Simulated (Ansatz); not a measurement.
Basis-set extrapolation for CH$_{6}$BFN$_{2}$ (PBE0-D4/def2-TZVP geometry, frozen core, Ansatz). Multiplicity 1, RHF reference.

|  | def2-TZVPP | def2-QZVPP |
| --- | --- | --- |
| HF | -274.480961 | -274.493346 |
| MP2 correlation | -0.955449 | -1.027736 |
| CCSD(T) correlation | -1.022556 | not run |

Energies in hartree. Use E(X) = E(∞) + A·exp(−7.88·√X) for Hartree–Fock and E(X) = E(∞) + B·X^(−2.97) for correlation, with X = 3 and 4, and add CCSD(T) minus MP2 of the smaller set to the MP2 limit.

Task: What is the CCSD(T) energy at the basis-set limit?

Result: HF limit: -274.493346 + (-0.012385) × 0.13774 = -274.49505. MP2 limit: -1.027736 + (-0.072287) × 0.74074 = -1.08128. Higher-order term: -1.022556 − (-0.955449) = -0.06711. Total: -275.64344 hartree, 367.4 kJ/mol below CCSD(T)/def2-TZVPP.
